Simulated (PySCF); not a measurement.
Excitations are Tamm–Dancoff values on a coarser integration grid. The basis has no diffuse functions, so Rydberg states are missing or too high.

Cartesian coordinates (Å):
```xyz
14

B     -1.8953    -1.2560    -0.2964
C     -0.5961    -0.4600    -0.1062
C      0.6643    -1.0811    -0.2266
C      1.8461    -0.3622    -0.0572
C      1.7351     0.9997     0.2369
N      0.5677     1.6336     0.3619
C     -0.5526     0.9324     0.1973
O     -1.6958     1.6128     0.3336
H     -2.9782    -0.7420    -0.2014
H     -1.8147    -2.4346    -0.5497
H      0.6981    -2.1490    -0.4582
H      2.8261    -0.8330    -0.1485
H      2.6339     1.6112     0.3791
H     -1.4385     2.5281     0.5356
```
Charge 0, spin multiplicity 1.

Problem. Give the total energy, brightest of the four lowest singlets (TDA), S1 excitation (TDA), S1–T1 gap (TDA) and HOMO–LUMO gap at the level TPSSh-D3(BJ)/def2-TZVP // B3LYP-D3(BJ)/def2-SVP run with PySCF.

Solution. 
```
Property                                           Value
-------------------------------------------  -----------
total energy                                 -9500.19 eV
brightest of the four lowest singlets (TDA)      4.20 eV
S1 excitation (TDA)                              4.06 eV
S1–T1 gap (TDA)                                  0.97 eV
HOMO–LUMO gap                                    4.06 eV
```
